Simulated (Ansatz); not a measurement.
## Cost against result

Saddle point of BSiH5SF2, closed shell (BHSF₂ ([F][B]([F])[SH]) + SiH₄ → BSiH₃F₂ ([F][B]([F])[SiH3]) + H₂S; bonds formed: B1–Si6, S2–H5; bonds broken: B1–S2, H5–Si6), PBE0-D4/def2-TZVP structure:

```
10
angstrom
B 0.1841 -0.9511 -0.1223
S 1.0148 -0.3890 -1.9957
F -0.7809 -1.8476 -0.3946
F 1.1920 -1.2978 0.6989
H 0.1594 0.2971 -0.8106
Si -0.8045 0.7944 0.8067
H 2.1328 0.0794 -1.4164
H 0.1309 1.8916 1.1637
H -1.9574 1.3339 0.0428
H -1.2711 0.0891 2.0275
```

Barriers are electronic and count from the start structure reached by relaxing down the imaginary mode.

Program: Ansatz 0.2.0. Basis: as named in each row. Cores are frozen in the correlated methods. B3LYP uses VWN-RPA correlation. Extrapolation: Hartree–Fock as exp(−7.88 √X), correlation as X^−2.97.

Times are rough, for one single point on 4 threads of a shared host (Arm Neoverse V2).

The estimate by CCSD(T) at an estimated basis limit (MP2 extrapolated from triple and quadruple zeta, plus CCSD(T) − MP2 in triple zeta) is 50.92 kcal/mol.

```json
{"method": "HF", "basis": "STO-3G", "time (s)": "under 1", "barrier (kcal/mol)": "94.39", "method less estimate": "43.47"}
{"method": "PBE-D4", "basis": "STO-3G", "time (s)": "under 1", "barrier (kcal/mol)": "59.73", "method less estimate": "8.81"}
{"method": "SPW92", "basis": "def2-SVP", "time (s)": "under 1", "barrier (kcal/mol)": "29.84", "method less estimate": "-21.08"}
{"method": "B3LYP-D4", "basis": "6-31G", "time (s)": "under 1", "barrier (kcal/mol)": "49.46", "method less estimate": "-1.47"}
{"method": "PBE-D4", "basis": "def2-SVP", "time (s)": "under 1", "barrier (kcal/mol)": "37.40", "method less estimate": "-13.52"}
{"method": "PBE0-D4", "basis": "def2-SVP", "time (s)": "1", "barrier (kcal/mol)": "43.26", "method less estimate": "-7.66"}
{"method": "SPW92", "basis": "def2-TZVPP", "time (s)": "1", "barrier (kcal/mol)": "30.73", "method less estimate": "-20.19"}
{"method": "PBE-D4", "basis": "def2-TZVPP", "time (s)": "2", "barrier (kcal/mol)": "37.90", "method less estimate": "-13.03"}
{"method": "BLYP-D4", "basis": "def2-TZVPP", "time (s)": "2", "barrier (kcal/mol)": "44.78", "method less estimate": "-6.14"}
{"method": "B3LYP-D4", "basis": "def2-TZVPP", "time (s)": "3", "barrier (kcal/mol)": "48.88", "method less estimate": "-2.04"}
{"method": "BHLYP-D4", "basis": "def2-TZVPP", "time (s)": "3", "barrier (kcal/mol)": "55.91", "method less estimate": "4.98"}
{"method": "PBE0-D4", "basis": "def2-TZVPP", "time (s)": "3", "barrier (kcal/mol)": "43.57", "method less estimate": "-7.36"}
{"method": "CAM-B3LYP-D4", "basis": "def2-TZVPP", "time (s)": "3", "barrier (kcal/mol)": "52.10", "method less estimate": "1.18"}
{"method": "r2SCAN-D4", "basis": "def2-TZVPP", "time (s)": "4", "barrier (kcal/mol)": "42.90", "method less estimate": "-8.02"}
{"method": "CCSD(T)", "basis": "def2-SVP", "time (s)": "4", "barrier (kcal/mol)": "55.42", "method less estimate": "4.50"}
{"method": "wB97M-V", "basis": "def2-SVP", "time (s)": "5", "barrier (kcal/mol)": "49.91", "method less estimate": "-1.02"}
{"method": "r2SCAN0-D4", "basis": "def2-TZVPP", "time (s)": "5", "barrier (kcal/mol)": "46.87", "method less estimate": "-4.06"}
{"method": "RPA on PBE", "basis": "def2-TZVPP", "time (s)": "5", "barrier (kcal/mol)": "51.75", "method less estimate": "0.83"}
{"method": "B2PLYP", "basis": "def2-TZVPP", "time (s)": "6", "barrier (kcal/mol)": "51.59", "method less estimate": "0.67"}
{"method": "PBE-QIDH", "basis": "def2-TZVPP", "time (s)": "6", "barrier (kcal/mol)": "49.00", "method less estimate": "-1.92"}
{"method": "wB97X-V", "basis": "def2-TZVPP", "time (s)": "8", "barrier (kcal/mol)": "51.48", "method less estimate": "0.56"}
{"method": "wB97M-V", "basis": "def2-TZVPP", "time (s)": "8", "barrier (kcal/mol)": "50.96", "method less estimate": "0.03"}
{"method": "B97M-V", "basis": "def2-TZVPP", "time (s)": "9", "barrier (kcal/mol)": "47.07", "method less estimate": "-3.85"}
{"method": "MP2", "basis": "def2-QZVPP", "time (s)": "21", "barrier (kcal/mol)": "50.24", "method less estimate": "-0.69"}
{"method": "CCSD(T)", "basis": "def2-TZVPP", "time (s)": "160", "barrier (kcal/mol)": "52.03", "method less estimate": "1.10"}
```

All methods are single points on the PBE0-D4 structures.

The T1 diagnostic stays at or below 0.014.

Labels in which every atom is bracketed show which atoms are joined, not bond orders.
